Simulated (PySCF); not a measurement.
These 2 structures share the formula C2H7BF2Si. The calculation used PBE0-D3(BJ)/def2-SVP geometry optimisation, gas phase in PySCF 2.14.0. Energies are electronic, without zero-point or thermal terms, for one conformer each. No frequencies were run at this level. Point groups hold within 0.08 Å.

Question: Order them by energy at this level, lowest first, and give relative energies in kcal/mol.
A. `[F:1][B:2]([F:3])[CH2:4][CH2:5][SiH3:6]` with F1–B2–C4–C5 25°, B2–C4–C5–Si6 71°
B. `[CH3:1][CH2:2][SiH2:3][B:4]([F:5])[F:6]` with C1–C2–Si3–B4 -177°, C2–Si3–B4–F5 27°

Answer: A (0.0), B (7.5).

| SMILES | E (Eh) | E rel (kcal/mol) | dipole (D) | point group | A, B, C (MHz) |
| --- | --- | --- | --- | --- | --- |
| FB(F)CC[SiH3] | -593.82293 | 0.0 | 1.79 | C1 | 4811, 1394, 1341 |
| CC[SiH2]B(F)F | -593.81101 | 7.5 | 1.42 | C1 | 6160, 1241, 1077 |
